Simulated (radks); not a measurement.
Results of a calculation; reference values are marked as such.
As+, 32 electrons, occupied as [Ar] 3d10 4s2 4p2 (the NIST ground configuration). Level of theory: scalar-relativistic Kohn-Sham, exchange-only LDA, spin-polarised, spherical densities, point nucleus; open shells are filled with parallel spins first (a radial shooting solver on a logarithmic mesh with Libxc functionals). Some entries of the table are withheld. Estimate them.

orbital  occ.  eigenvalue (Ry)  <1/r> (bohr^-1)  r(max) (bohr)
1s up       1        -860.3714            33.42        0.02978
1s down     1        -860.3641            33.42        0.02978
2s up       1        -109.6612            7.355         0.1703
2s down     1        -109.6579            7.355         0.1704
2p up       3        -96.32984            7.215         0.1363
2p down     3        -96.32410            7.215         0.1363
3s up       1        -14.51205            2.382         0.5223
3s down     1        -14.50276            2.382         0.5223
3p up       3        -10.39171              (1)         0.5211
3p down     3        -10.38034              (2)         0.5211
3d up       5         -3.59770            1.903            (3)
3d down     5         -3.57764            1.911            (4)
4s up       1         -1.70239           0.6988          1.599
4s down     1         -1.53770           0.7085          1.577
4p up       2         -0.97324              (5)          1.909
4p down     0         -0.79994              (6)          1.888

Answer. 
(1) 3p up <1/r> (bohr^-1): 2.230
(2) 3p down <1/r> (bohr^-1): 2.232
(3) 3d up r(max) (bohr): 0.4754
(4) 3d down r(max) (bohr): 0.4751
(5) 4p up <1/r> (bohr^-1): 0.5603
(6) 4p down <1/r> (bohr^-1): 0.5590
